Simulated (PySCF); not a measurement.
C2H11NSi2.
Atom-mapped SMILES: `[CH3:1][CH2:2][SiH2:3][SiH2:4][NH2:5]` (hydrogens: H6, H7, H8 on C1; H9, H10 on C2; H11, H12 on Si3; H13, H14 on Si4; H15, H16 on N5)

Cartesian coordinates in Å at the GFN2-xTB level; atoms count from 1:
```
atom  x, y, z in Å
C1    -1.883    0.637    0.042
C2    -1.383   -0.385    1.055
Si3    0.061   -1.432    0.377
Si4    1.803   -0.141   -0.412
N5     1.795    1.344    0.475
H6    -1.084    1.322   -0.233
H7    -2.233    0.141   -0.861
H8    -2.709    1.221    0.448
H9    -1.069    0.139    1.961
H10   -2.210   -1.035    1.349
H11    0.450   -2.351    1.462
H12   -0.488   -2.292   -0.684
H13    1.685    0.315   -1.803
H14    3.094   -0.858   -0.343
H15    1.722    1.315    1.480
H16    2.443    2.069    0.210
```

Theory: PySCF, TDDFT CAM-B3LYP/def2-SVPD, vertical, gas phase, core orbitals frozen in the response.

Ground-to-excited transition dipoles (e·a0, same axes as the geometry; the sign carries no meaning), for the states with f of 0.002 or more among the lowest 7:

| state | E (hartree) | μx | μy | μz |
| --- | --- | --- | --- | --- |
| S1 | 0.2152 | -0.113 | 0.082 | -0.108 |
| S2 | 0.2528 | -0.401 | 0.159 | 0.306 |
| S3 | 0.2582 | 0.237 | -0.226 | -0.015 |
| S4 | 0.2745 | -0.321 | 0.103 | 0.102 |
| S5 | 0.2751 | -0.371 | 0.074 | 0.222 |
| S6 | 0.2783 | -0.266 | -0.206 | 0.013 |
| S7 | 0.2816 | 0.147 | 0.025 | 0.151 |

**Question.** What oscillator strength does each state have?

**Answer.** f = (2/3) ΔE |μ|² with ΔE in hartree (27.2114 eV).

```
state  |μ|² (au)  |μ| (D)      f
   S1      0.031     0.45  0.004
   S2      0.279     1.34  0.047
   S3      0.108     0.83  0.019
   S4      0.124     0.89  0.023
   S5      0.193     1.12  0.035
   S6      0.113     0.86  0.021
   S7      0.045     0.54  0.008
```

**Question.** Which bond between heavy atoms lies closest to the direction of the S2 transition dipole?

**Answer.** C2–Si3, at 19° from it; next Si3–Si4 at 53°.

**Question.** What angle do the transition dipoles of S3 and S4 make?

**Answer.** |cos θ| = |μa·μb| / (|μa| |μb|) = 0.87, so θ ≈ 29° (taken between 0 and 90°, since the signs are arbitrary).

**Question.** How is the summed strength of these states shared among x, y and z?

**Answer.** (2/3) Σ ΔE μα² gives 0.100 for x, 0.025 for y and 0.033 for z, 0.157 in all.

Time: 53 s of wall time; peak memory 0.90 GiB. Hardware: AMD EPYC, one thread, shared host with 64 logical CPUs at a one-minute load of 60.

One conformer stands for the species.

Without π bonds the low states may be Rydberg-like; a valence basis with one diffuse set may place them up to an eV too high.
